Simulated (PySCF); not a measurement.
Molecule: `C=CB(C=C)C=C`, C6H9B.

Molfile (atoms numbered from 1):
```
C6H9B
     RDKit          3D

 16 15  0  0  0  0  0  0  0  0999 V2000
   -2.4845    0.3108    0.0817 C   0  0  0  0  0  0  0  0  0  0  0  0
   -1.3709    0.7627   -0.5205 C   0  0  0  0  0  0  0  0  0  0  0  0
    0.0756    0.3205   -0.1393 B   0  0  0  0  0  0  0  0  0  0  0  0
    1.2398    1.3352   -0.3790 C   0  0  0  0  0  0  0  0  0  0  0  0
    2.5277    1.0912   -0.0846 C   0  0  0  0  0  0  0  0  0  0  0  0
    0.3617   -1.0903    0.4634 C   0  0  0  0  0  0  0  0  0  0  0  0
   -0.3458   -2.1911    0.1582 C   0  0  0  0  0  0  0  0  0  0  0  0
   -2.4380   -0.4507    0.8675 H   0  0  0  0  0  0  0  0  0  0  0  0
   -3.4807    0.6986   -0.1599 H   0  0  0  0  0  0  0  0  0  0  0  0
   -1.4976    1.5625   -1.2642 H   0  0  0  0  0  0  0  0  0  0  0  0
    1.0064    2.3155   -0.8173 H   0  0  0  0  0  0  0  0  0  0  0  0
    3.3237    1.8228   -0.2635 H   0  0  0  0  0  0  0  0  0  0  0  0
    2.8454    0.1373    0.3506 H   0  0  0  0  0  0  0  0  0  0  0  0
    1.2330   -1.2335    1.1170 H   0  0  0  0  0  0  0  0  0  0  0  0
   -1.2064   -2.1467   -0.5178 H   0  0  0  0  0  0  0  0  0  0  0  0
   -0.0823   -3.1829    0.5429 H   0  0  0  0  0  0  0  0  0  0  0  0
  1  2  2  0
  2  3  1  0
  3  4  1  0
  4  5  2  0
  3  6  1  0
  6  7  2  0
  1  8  1  0
  1  9  1  0
  2 10  1  0
  4 11  1  0
  5 12  1  0
  5 13  1  0
  6 14  1  0
  7 15  1  0
  7 16  1  0
M  END
```

Geometry PBE0-D3(BJ)/def2-SVP throughout; GIAO in PySCF, gas phase, one conformer, non-relativistic; equivalent atoms averaged; functional PBE0.

(1) How do the absolute shieldings σ depend on the basis set? (ppm; last column core-seconds on shared hosts with different chips, so compare them loosely)

(2) Which nucleus moves most, in ppm?

(3) Taking the largest basis, def2-TZVP (271 functions), as the yardstick, rank the others by their worst heavy-atom deviation.

## Answers

(1) 
| basis set | functions | C2/C4/C6 | C1/C5/C7 | B3 | H10/H11/H14 | H9/H12/H16 | H8/H13/H15 | core-s |
| --- | --- | --- | --- | --- | --- | --- | --- | --- |
| STO-3G | 44 | 111.8 | 113.2 | 73.5 | 25.61 | 26.37 | 26.41 | 6.4 |
| pcSseg-0 | 81 | 36.9 | 36.2 | 49.8 | 25.48 | 25.96 | 26.02 | 7.6 |
| 6-31G | 81 | 58.5 | 59.8 | 64.9 | 25.14 | 25.85 | 25.77 | 12 |
| 6-31G* | 116 | 57.4 | 56.6 | 62.4 | 24.93 | 25.60 | 25.53 | 18 |
| cc-pVDZ | 143 | 54.1 | 54.5 | 60.1 | 24.20 | 24.81 | 24.71 | 19 |
| def2-SVP | 143 | 51.6 | 51.6 | 57.2 | 24.28 | 24.98 | 24.88 | 20 |
| pcSseg-1 | 164 | 33.3 | 33.5 | 47.0 | 24.19 | 24.69 | 24.71 | 13 |
| aug-cc-pVDZ | 242 | 52.4 | 53.9 | 57.0 | 24.13 | 24.69 | 24.67 | 51 |
| 6-311+G(2d,p) | 243 | 37.8 | 38.9 | 50.5 | 24.36 | 24.94 | 24.88 | 52 |
| def2-TZVP | 271 | 36.7 | 37.6 | 49.6 | 24.28 | 24.91 | 24.84 | 66 |

(2) C1/C5/C7 (terminal =CH2 carbon): from 33.5 ppm with pcSseg-1 to 113.2 ppm with STO-3G. The smallest spread is 1.48 ppm, at H10/H11/H14. Proton shifts span only some 12 ppm, so a few tenths of a ppm matter as much there as several ppm in carbon.

(3) 6-311+G(2d,p) 1.3 ppm (243 functions), pcSseg-0 1.4 ppm (81 functions), pcSseg-1 4.1 ppm (164 functions), def2-SVP 15.0 ppm (143 functions), aug-cc-pVDZ 16.3 ppm (242 functions), cc-pVDZ 17.4 ppm (143 functions), 6-31G* 20.7 ppm (116 functions), 6-31G 22.1 ppm (81 functions), STO-3G 75.6 ppm (44 functions).

A small basis that lands close on one nucleus may do so by chance; judge by the trend and by all nuclei.
